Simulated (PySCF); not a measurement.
InF, SMILES [F][In] (connectivity only; charge and spin as stated), neutral, multiplicity 1. Heavy atoms are numbered as in [In:1][F:2].

Coordinates come from a r2SCAN-D4/def2-TZVP optimisation. The def2 effective core potentials stand for the cores of In; spin–orbit coupling is left out.

Computed with r2SCAN/def2-TZVPD (PySCF).

Mulliken values depend strongly on the basis, most of all with diffuse functions as here. ESP charges are fitted to the potential on shells at 1.4 to 2.0 van der Waals radii. Atomic charges (e), one atom of each kind:

```
atom  Mulliken  ESP fit
----  --------  -------
In1       0.57     0.37
F2       -0.57    -0.37
```
